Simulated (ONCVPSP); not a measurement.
**PBE ONCV dataset for cobalt, scalar-relativistic all-electron reference.**

- Element: Co (Z = 27)
- Generator: ONCVPSP 4.0.1
- Type: optimised norm-conserving Vanderbilt (ONCV)
- Functional: PBE
- Relativity: scalar-relativistic
- Frozen core: [Ne]
- Valence charge: 17
- Reference configuration: 3s2 3p6 3d7 4s2
- Partial waves: 3s+4s: rc 1.25 bohr, ncon 3, nbas 7, qcut 12.3 1/bohr, 2 projectors; 3p: rc 1.05 bohr, ncon 4, nbas 8, qcut 11.4 1/bohr, 2 projectors, debl 1.4 Ha; 3d: rc 1.70 bohr, ncon 4, nbas 8, qcut 10.3 1/bohr, 2 projectors, debl 3.5 Ha; f scattering state at 0.28 Ha: rc 1.60 bohr, ncon 4, nbas 7, qcut 7.2 1/bohr, 2 projectors, debl 3.4 Ha
- Local potential: polynomial inside 0.75 bohr (lpopt 5, dvloc0 1 Ha)
- Core correction: none

In the p channel the program set the typed energies aside and used -2.412, 0.250 Ha.

Poles of the logarithmic derivatives, all-electron (AE) and pseudo (PS). s: poles at -3.0 (AE) and -3.0 (PS) Ha. p: poles at -0.2 (AE) and -0.2 (PS) Ha. d: poles at 0.0 (AE) and 0.0 (PS) Ha. f: poles at no energy (AE) and no energy (PS) Ha. Test radii: s 1.27, p 1.06, d 1.73, f 1.63 bohr.

* Cutoffs needed: 46 Ha and 55 Ha (the cutoffs (Ha) at which the residual kinetic energy of the hardest occupied pseudo-wave falls to 1 and 0.1 mHa per electron)
* Ghost test: no bound ghost flagged; no localised positive-energy state flagged
* Largest excitation error: -223 meV (all-electron minus pseudo) for 3s2 3p5 3d7 4s2, out of 4 test configurations
